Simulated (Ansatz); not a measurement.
Start from `[NH2][Ga]([OH])[Br]` and change one atom or group to get `[OH][Ga]([SH])[Br]`.

Ansatz, PBE0-D4/def2-TZVP geometries, multiplicity 1. Each molecule was computed in one conformer, which needn't be the lowest.

Scalar relativity is left out up to krypton. Spin–orbit coupling is left out; it splits and shifts lone-pair levels of the heavy atoms by tenths of an eV.

| property | `[NH2][Ga]([OH])[Br]` |
| --- | --- |
| HOMO–LUMO gap (PBE0/def2-TZVPP) / eV | 6.98 |
| HOMO energy (ωB97M-V/def2-TZVPP) / eV | -10.19 |
| LUMO energy (ωB97M-V/def2-TZVPP) / eV | 0.91 |
| size of the dipole moment (B3LYP/def2-TZVPP) / D | 3.45 |
| HOMO–LUMO gap (PBE/def2-TZVPP) / eV | 4.62 |
| size of the dipole moment (PBE/def2-TZVPP) / D | 3.39 |

(1) What does the change do to each property? (Estimate.)

Answers

(1) Ansatz gave: 
```
                                        property  `[OH][Ga]([SH])[Br]`  shift
            HOMO–LUMO gap (PBE0/def2-TZVPP) / eV                  6.83  -0.15
           HOMO energy (ωB97M-V/def2-TZVPP) / eV                -10.32  -0.13
           LUMO energy (ωB97M-V/def2-TZVPP) / eV                  0.54  -0.37
size of the dipole moment (B3LYP/def2-TZVPP) / D                  2.66  -0.79
             HOMO–LUMO gap (PBE/def2-TZVPP) / eV                  4.64   0.02
  size of the dipole moment (PBE/def2-TZVPP) / D                  2.59  -0.80
```

With PBE0 the HOMO falls by 0.30 eV and the LUMO falls by 0.46 eV, so the gap narrows by about 0.16 eV. PBE moves the HOMO by -0.47 eV and ωB97M-V by -0.13 eV. The zero-point energy changes by -41.4 kJ/mol with -3 modes. Dipoles are sizes alone; their direction can turn.

Positive LUMOs are unbound, so they and the gaps depend on the basis.

B3LYP here is the variant with VWN-RPA as its local correlation; programs differ in this.
